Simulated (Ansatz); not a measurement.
Ansatz (a first-principles code) input:

Ansatz 0.2 input:
```yaml
crystal:
  periodic: [false, false, false]
  atoms:
    - {symbol: Si, position_ang: [1.60148388, 0.15640287, 0.01287174]}
    - {symbol: O, position_ang: [0.26200975, -0.56570523, -0.54618886]}
    - {symbol: C, position_ang: [-1.07463452, -0.31358963, -0.20637117]}
    - {symbol: H, position_ang: [1.79861318, -0.06401047, 1.44030389]}
    - {symbol: H, position_ang: [1.66561830, 1.56880701, -0.34143419]}
    - {symbol: H, position_ang: [-1.35695696, 0.70756899, -0.47403112]}
    - {symbol: H, position_ang: [-1.23705663, -0.45309434, 0.86523307]}
    - {symbol: H, position_ang: [-1.69905922, -1.01586865, -0.75908501]}
basis:
  gaussian:
    orbitals: def2-TZVP
hamiltonian:
  xc: b3lyp
  dispersion: d3bj
magnetization: {spin_polarized: true, initial_magnetization: 1}
relax: {f_tol: 0.002, max_steps: 150}
```

Which total energy does the run end on?

-405.89102 Eh (B3LYP-D3(BJ)/def2-TZVP). The basis has 129 functions.

It need not be the lowest isomer of its formula.
